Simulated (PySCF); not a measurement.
**SMILES C[C@@]1([SiH3])CN[Si@@H]1[AsH2], C3H12AsNSi2**

Cartesian coordinates in Å; atom numbers follow the order of the lines, from 1:
```xyz
19

C    -0.834   -1.607   -0.826
C    -0.519   -0.290   -0.135
Si   -1.216    1.196   -1.085
C    -0.915   -0.279    1.350
N     0.348    0.188    1.886
Si    1.300   -0.081    0.470
As    2.545    1.788   -0.094
H    -0.414   -2.449   -0.276
H    -0.419   -1.620   -1.833
H    -1.911   -1.761   -0.904
H    -0.948    2.437   -0.350
H    -0.569    1.257   -2.404
H    -2.664    1.032   -1.257
H    -1.736    0.399    1.611
H    -1.178   -1.284    1.701
H     0.519    0.117    2.876
H     2.011   -1.387    0.387
H     2.780    1.247   -1.473
H     3.810    1.108    0.347
```

Method: PySCF 2.14.0, TDDFT CAM-B3LYP/def2-SVPD circular dichroism and optical rotation, one conformer, gas phase. Geometry: GFN2-xTB.

The molecule is flexible and this is one conformer; a measurement averages over conformers. The calculation is non-relativistic, which matters for the atoms heavier than Zn.

Stereocentres: C2 S, Si6 R.

(1) What is the specific rotation at 633, 589.3, 546, 436, 405, 365, 355 nm?

(2) And for the mirror image at 589.3 nm?

(3) What is the molar rotation [Φ] = [α]·M/100 of the geometry above at 589.3 nm?

Results:

(1) [α] in deg dm⁻¹ (g/mL)⁻¹:
```tsv
λ (nm)	origin-invariant length gauge	modified velocity gauge	length gauge (centre of mass)	isotropic polarisability (au)
633	+32.8	+35.1	+33.5	130.0
589.3	+40.1	+42.9	+40.9	130.6
546	+50.1	+53.7	+51.1	131.4
436	+105.9	+113.9	+107.6	134.8
405	+140.9	+151.6	+142.9	136.4
365	+221.4	+238.4	+224.1	139.1
355	+253.0	+272.4	+255.9	140.0
```

(2) -40.1 deg dm⁻¹ (g/mL)⁻¹ (origin-invariant length gauge): the same size and the opposite sign.

(3) With M = 193.23 g/mol, +77.4 deg cm² dmol⁻¹ (origin-invariant length gauge).

The first excitation lies at 5.33 eV (233 nm) with R = +21.3 × 10⁻⁴⁰ esu² cm² (velocity form).
